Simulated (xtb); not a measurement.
Input file for xtb: GFN-FF on CH9GeN (a complex).

```
$ xtb mol.xyz --gfnff --sp --chrg 0 --uhf 0
12

Ge     0.10564829     0.26755293     0.49318717
H      0.53967548     1.70022514     0.82415899
H     -1.31361809    -0.01192895     1.00408223
H      1.09898156    -0.75566073     1.05850432
H      0.09336918     0.11522221    -1.04620297
C     -0.30995195    -0.92554851     4.07278496
N      0.08051129     0.42391486     3.66794476
H      0.41379844    -1.64020135     3.67821900
H     -1.27671264    -1.16608155     3.62803360
H     -0.38553340    -1.08014144     5.15668798
H      0.98559162     0.67085555     4.04930837
H     -0.58327029     1.11107280     4.00382584
```

### Question
What total energy does the run end on?

### Answer
-1.2724 hartree.
